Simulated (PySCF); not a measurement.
## C₆ coefficients of unlike pairs at PBE

Calculated with PySCF 2.14 from the dipole response of each species, C₆(A,B) = (3/π) ∫ α_A(iu) α_B(iu) du, in atomic units, from isotropic polarisabilities. For ions this is the dispersion term alone; charge-induced terms of lower order in 1/R come first.

```csv
species,configuration,basis,relativity,α (bohr³),C₆ (like pair)
Ne³⁺,[He] 2s2 2p3 (4S),aug-cc-pwCVDZ (5s4p2d),none,0.6907,0.6111
Mn,[Ar] 3d5 4s2 (6S),aug-cc-pVDZ (7s6p4d2f),none,76.21,727.2
Pb,[Xe] 4f14 5d10 6s2 6p2 (3P),def2-TZVPPD with the def2 core potential (60 electrons) (7s5p4d2f),core potential,68.15,793.1
V,[Ar] 3d3 4s2 (4F),aug-cc-pwCVTZ (10s9p7d4f3g),none,93.53,1011
```

(1) Estimate C₆ for Pb with Mn.

No spin-orbit coupling is included, so Pb, close to jj coupling, stand for model states.

The other pairs:

| pair | C₆ |
| --- | --- |
| Pb, Ne³⁺ | 16.16 |
| Mn, Ne³⁺ | 13.26 |
| V, Ne³⁺ | 15.09 |
| V, Pb | 875.8 |
| V, Mn | 856.6 |

Results:

(1) The integral gives 748.4. The combination rule 2 C_A C_B / (C_A α_B/α_A + C_B α_A/α_B) gives 750.4 and the geometric mean 759.4.
